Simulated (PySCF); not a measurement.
Species: C₃HF₅O₂.
Structure used (GFN2-xTB), in Å, numbered top down from 1:
```
atom  x, y, z in Å
O1     0.024   -1.674    0.145
C2     0.381   -0.548    0.068
O3    -0.431    0.535   -0.084
C4    -1.776    0.353   -0.151
F5    -2.133   -0.418   -1.169
F6    -2.340    1.535   -0.315
F7    -2.269   -0.188    0.956
C8     1.849   -0.066    0.124
F9     2.012    0.771    1.166
F10    2.146    0.617   -0.996
H11    2.542   -0.915    0.228
```

The closed-shell SCF was solved with PySCF and density fitting under several settings on one GFN2-xTB geometry (grid level 2 and gas phase unless stated).

| settings | basis functions | SCF cycles | E (Eh) | HOMO (eV) | LUMO (eV) | dipole (D) |
| --- | --- | --- | --- | --- | --- | --- |
| PBE0/pcSseg-1 | 175 | 15 | -763.7770 | -9.62 | -1.76 | 1.39 |
| PBE0/def2-SVPD | 229 | 14 | -763.3069 | -9.73 | -1.91 | 1.38 |
| PBE0/IGLO-II | 226 | 15 | -764.0592 | -9.60 | -1.77 | 1.41 |
| WP04/pcSseg-1, grid level 1, energy threshold 1e-06 Eh | 175 | 9 | -778.2687 | -10.95 | -4.34 | 1.51 |
| BLYP/6-31++G**, IEF-PCM acetonitrile, level shift 0.3 Eh | 186 | 13 | -764.5214 | -7.63 | -2.61 | 1.64 |
| B97-2/STO-3G | 51 | 13 | -753.7663 | -4.82 | 2.04 | 0.45 |
| wB97X/IGLO-II, IEF-PCM tetrahydrofuran | 226 | 15 | -764.6521 | -11.95 | 0.81 | 1.72 |

Task: Estimate the rows for these settings: (1) LDA/pcSseg-1, IEF-PCM acetonitrile, grid level 3; (2) WP04/6-31G*, IEF-PCM chloroform, start guess vsap, energy threshold 1e-07 Eh.

Result: 
```
                                                                    settings  basis functions  SCF cycles     E (Eh)  HOMO (eV)  LUMO (eV)  dipole (D)
                            LDA/pcSseg-1, IEF-PCM acetonitrile, grid level 3              175          15  -759.3447      -7.88      -2.97        1.56
WP04/6-31G*, IEF-PCM chloroform, start guess vsap, energy threshold 1e-07 Eh              142          10  -778.2968     -10.40      -3.80        1.58
```

Task: Over all rows, what range does the HOMO–LUMO gap span?

Result: From 4.91 eV (LDA/pcSseg-1, IEF-PCM acetonitrile, grid level 3) to 12.76 eV (wB97X/IGLO-II, IEF-PCM tetrahydrofuran). The functional of the narrowest has no exact exchange, that of the widest range-separated exact exchange.

Task: And the dipole moment?

Result: From 0.45 D (B97-2/STO-3G) to 1.72 D (wB97X/IGLO-II, IEF-PCM tetrahydrofuran); the largest is 3.82 times the smallest, and the median is 1.51 D.

Task: Compare two rows with the functional PBE0: PBE0/pcSseg-1 and PBE0/IGLO-II. Which energy is lower, and by how much?

Result: PBE0/IGLO-II (226 functions) lies 0.2822 Eh or 177 kcal/mol below PBE0/pcSseg-1 (175 functions).

Cycle counts include a coarse-grid stage where the run had one. All basis functions are spherical, in the Pople sets too. WP04 was designed for NMR shieldings or shifts; total energies of different functionals aren't comparable. Geometry: GFN2-xTB, one conformer.
